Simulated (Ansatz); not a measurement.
Basis-set extrapolation for C4H3F3, SMILES `FC1=C[C@H](F)[C@H]1F` (PBE0-D4/def2-TZVP geometry, frozen core, the Gaussian-basis code of Ansatz). Multiplicity 1, RHF reference.

|  | def2-TZVPP | def2-QZVPP |
| --- | --- | --- |
| HF | -451.652544 | -451.671918 |
| MP2 correlation | -1.367626 | -1.481156 |
| CCSD(T) correlation | -1.441289 | not run |

Energies in hartree. Use E(X) = E(∞) + A·exp(−7.88·√X) for Hartree–Fock and E(X) = E(∞) + B·X^(−2.97) for correlation, with X = 3 and 4, and add CCSD(T) minus MP2 of the smaller set to the MP2 limit.

Problem. What is the CCSD(T) energy at the basis-set limit?

Solution. HF limit: -451.671918 + (-0.019374) × 0.13774 = -451.67459. MP2 limit: -1.481156 + (-0.113530) × 0.74074 = -1.56525. Higher-order term: -1.441289 − (-1.367626) = -0.07366. Total: -453.31350 hartree, 137.8 kcal/mol below CCSD(T)/def2-TZVPP.
